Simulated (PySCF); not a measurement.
CH₃N₂S (SMILES [NH]C(N)=S), doublet, at a GFN2-xTB geometry. Base run: DF-M062X/6-311G** (PySCF).

Here is a job for PySCF.
```python
from pyscf import gto, scf, dft

mol = gto.M(
    atom='''
N     0.914066   -0.957253    0.861916
C    -0.034507   -0.356821    0.267873
N    -1.312905   -0.740355    0.396728
S     0.293853    1.030757   -0.746178
H     1.849789   -0.599573    0.739589
H    -1.520321   -1.567693    0.928688
H    -2.032198   -0.300667   -0.147177
''',
    basis='6-311g**',
    charge=0,
    spin=1,
    verbose=5,
)

mf = dft.UKS(mol)
mf.xc = 'm062x'
mf = mf.density_fit(auxbasis='def2-universal-jkfit')
mf.kernel()
```

Each row names what was changed in the base input (with any setting that the change needs).

| change | ΔE vs base (µEh) | grid points | electrons on the grid | outcome |
|---|---|---|---|---|
| base | 0.0 | 90232 | 39.00000 | converged |
| grids.level = 7 | -6.9 | 492168 | 39.00000 | converged |
| grids.level = 1 | 725 | 29152 | 39.00002 | converged |
| grids.level = 5 | -6.6 | 240880 | 39.00000 | converged |
| grids.level = 0 | - | - | - | not converged |
| grids.atom_grid = (50, 194) | 181 | 45632 | 39.00001 | converged |
| grids.prune = dft.gen_grid.sg1_prune | -17.5 | 38304 | 38.99991 | converged |
| grids.radi_method = gauss_chebyshev | 5.5 | 88536 | 39.00000 | converged |
| grids.atom_grid = (99, 590) | -4.5 | 222032 | 39.00000 | converged |
| grids.atom_grid = (75, 302) | -0.4 | 100088 | 39.00000 | converged |
| grids.radi_method = delley | 0.4 | 96256 | 39.00000 | converged |

Open shells are given as the SCF converged; they aren't shown to be the lowest states, and a large step between rows can be another state.
